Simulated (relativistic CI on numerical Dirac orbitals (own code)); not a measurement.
## Re³⁺: resonant inelastic scattering at the O2,3 edge

Computed with this model: Dirac-Coulomb-Breit CI, separate exchange-only KLI orbitals for each configuration, a model potential for QED, valence Slater integrals scaled by 0.9, Kramers-Heisenberg scattering through one core-hole configuration in a parametric crystal field; configurations [Xe] 4f14 5d4 → [Kr] 4d10 4f14 5s2 5p5 5d5; 300 K; core-hole width 0.6 eV; summed over polarisations. Incident energies are the highest absorption maxima for each field (at most a few, so the weaker spin-orbit partner edge can be absent), on the computed scale of the free ion. Intensities are in per cent of the strongest line above 0.02 eV; levels within 1 cm⁻¹ are merged; final levels count from the ground level, the first row holds all elastic scattering, lines under 0.4 are left out and each table stops after 24 rows. The scale of the Slater integrals is a model choice and moves the terms in proportion.

Field parameters in Wybourne normalisation: Td as Oh with Dq negative (B⁴₀ = 21Dq, B⁴₄ = √(5/14) B⁴₀). The field is a parameter set, without covalency.

S is read from ⟨S²⟩ = S(S + 1).

Td, 10Dq = -3100 cm⁻¹:

```tsv
Final level (eV)	Degeneracy	Irrep	S	45.1 eV	47.1 eV	51.6 eV
0.000	1	A1	1.81	216.0	27.0	43.0
0.264	3	T1	1.92	100.0	10.8	96.3
0.504	3	T2	1.96	0.6	1.8	52.9
0.610	2	E	1.96	0.0	0.9	34.2
0.762	3	T1	1.95	0.6	0.3	0.6
0.874	3	T2	1.93	0.8	1.0	2.5
1.163	3	T2	1.89	0.0	0.9	3.6
1.188	2	E	1.86	0.8	0.1	4.0
1.203	3	T1	1.85	2.0	0.7	5.1
1.209	1	A1	1.82	1.9	0.1	2.1
1.675	1	A1	1.15	9.0	30.3	4.0
2.001	2	E	1.02	0.1	0.2	0.6
2.023	3	T1	0.99	0.0	0.5	0.5
2.244	1	A1	1.03	3.3	34.1	6.0
2.318	3	T1	1.07	0.6	10.2	1.6
2.350	3	T2	1.00	0.1	0.1	0.5
2.513	2	E	0.99	0.0	0.8	0.7
2.556	3	T2	0.99	0.0	1.4	0.3
2.686	3	T1	1.02	0.3	4.4	1.2
2.755	3	T2	0.94	0.0	4.2	5.3
2.806	2	E	0.96	0.0	3.2	3.4
2.812	3	T1	0.88	0.1	3.7	1.4
2.864	3	T1	1.02	0.3	1.6	0.4
2.901	3	T2	0.91	0.1	0.8	0.9
```

Td, 10Dq = -7050 cm⁻¹:

```csv
Final level (eV),Degeneracy,Irrep,S,45.2 eV,49.4 eV,51.7 eV
0.000,1,A1,1.73,168.8,24.4,46.0
0.289,3,T1,1.89,80.6,17.9,100.0
0.490,3,T2,1.94,1.7,4.1,58.8
0.666,2,E,1.95,0.9,1.5,38.1
0.757,3,T1,1.94,4.0,2.0,0.8
0.899,3,T2,1.92,3.6,0.3,2.0
1.189,1,A1,1.11,14.6,0.3,4.8
1.472,2,E,1.59,1.7,1.6,12.7
1.513,3,T1,1.71,4.2,2.1,17.1
1.531,3,T2,1.85,0.2,3.3,12.1
1.591,1,A1,1.80,2.3,1.2,9.8
1.816,2,E,1.35,1.9,1.9,3.9
1.837,3,T1,1.07,0.5,10.7,3.6
1.894,3,T2,1.05,0.5,1.0,1.1
2.081,3,T1,1.14,1.5,1.5,2.3
2.200,3,T2,1.09,0.7,0.7,0.9
2.301,1,A1,0.84,2.4,3.5,3.2
2.372,3,T1,1.04,0.5,0.7,1.4
2.448,2,E,0.98,0.4,4.3,0.9
2.570,3,T2,0.99,0.0,0.9,0.1
2.636,1,A1,0.94,1.1,0.2,3.8
2.670,3,T2,0.94,1.1,2.7,2.1
2.842,3,T2,0.97,0.2,5.3,4.1
2.890,3,T1,0.91,0.3,15.4,1.9
```

Td, 10Dq = -10950 cm⁻¹:

```tsv
Final level (eV)	Degeneracy	Irrep	S	44.7 eV	45.6 eV	46.1 eV
0.000	1	A1	1.47	185.7	212.5	179.3
0.403	3	T1	1.83	37.6	100.0	39.2
0.605	3	T2	1.91	1.0	6.2	5.2
0.814	2	E	1.92	0.0	14.1	17.7
0.882	1	A1	1.21	12.4	36.9	25.2
0.889	3	T1	1.92	3.3	13.1	10.1
1.036	3	T2	1.89	9.6	6.8	4.4
1.458	2	E	1.04	4.6	2.8	2.1
1.657	3	T1	1.14	1.2	2.6	6.2
1.689	3	T2	1.12	0.5	0.9	0.4
1.760	3	T1	1.08	1.7	12.9	7.7
1.921	3	T2	1.37	1.3	0.0	2.5
1.928	1	A1	1.15	1.8	7.4	5.8
2.133	2	E	1.73	1.2	4.1	2.5
2.152	1	A1	1.55	0.3	2.2	5.6
2.172	3	T1	1.47	2.3	7.3	17.4
2.205	3	T2	1.57	0.1	2.2	0.7
2.349	2	E	1.11	1.1	5.0	0.3
2.411	3	T1	1.26	1.7	6.3	6.0
2.726	2	E	1.08	0.5	0.7	0.3
2.729	3	T2	1.02	0.1	0.0	1.5
2.801	3	T2	0.90	4.1	3.4	1.1
2.863	1	A1	1.02	1.7	3.6	8.1
2.972	3	T1	0.81	0.3	1.1	0.8
```

For the first field the strongest loss at the lowest incident energy is the level at 0.26 eV (S = 1.92, against 1.81 in the thermal ground state). Levels of other spin, the first over 8 % at 1.67 eV, appear because spin-orbit coupling of the core hole, and in heavier ions of the valence shell too, mixes spins.
